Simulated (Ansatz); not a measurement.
A run for Ansatz (a first-principles code): R-PBE0/def2-TZVPP on GeH4SSi (SMILES [SiH3][Ge][SH]), a point of a torsion scan.

Ansatz 0.2 input:
```yaml
crystal:
  periodic: [false, false, false]
  atoms:
    - {symbol: Si, position_ang: [1.00685308, -0.07694036, 0.04206101]}
    - {symbol: Ge, position_ang: [-0.63389925, 1.73941042, -0.18275817]}
    - {symbol: S, position_ang: [-2.52507181, 0.44268442, 0.02805537]}
    - {symbol: H, position_ang: [0.75195624, -1.26726622, -0.77836169]}
    - {symbol: H, position_ang: [2.36115022, 0.38186946, -0.30522455]}
    - {symbol: H, position_ang: [1.09534094, -0.55183099, 1.43428682]}
    - {symbol: H, position_ang: [-2.52118034, 0.61374048, 1.34431500]}
basis:
  gaussian:
    orbitals: def2-TZVPP
hamiltonian:
  xc: {name: PBE0}
scf: {lower_state_search: off}
```

Program output:

```
WARN ansatz: RAYON_NUM_THREADS=1 ignored (pool sized by the plan → 1); use --threads N
Functional definition: PBE0
these checks for a lower state are left out or cut short: stability, starts, cluster_reference, orbital_swaps, neighbouring_geometries, increment
integrals: 0.12 GiB planned
1243 factors; their error is unknown
mean field: 0.99 GiB planned
mean field evaluation 1: about -75280.1623 eV, gradient 2.5e1 eV
mean field evaluation 2: about -75279.4680 eV, gradient 3.2e1 eV
mean field evaluation 4: about -75281.8846 eV, gradient 1.2e0 eV
mean field evaluation 8: about -75282.1838 eV, gradient 4.8e-2 eV
mean field evaluation 16: about -75282.1838 eV, gradient 1.2e-5 eV
mean field -75282.18384494 eV, -2766.5692282046 hartree, gradient 3.7e-6 eV, S^2 0.000000; 0 other end points of the search recorded, 0 dependent functions left out
reference -75282.18387386 eV, -2766.5692292674 hartree; 33, 33 occupied and 155, 155 virtual orbitals, 1243 factors
Total energy: -75282.18387386 eV, -2766.5692292674 hartree
Checks for a lower state left out: stability, starts, cluster_reference, orbital_swaps, neighbouring_geometries, increment
```

Self-consistency was reached.

Cost: around 3 core-seconds (rough).
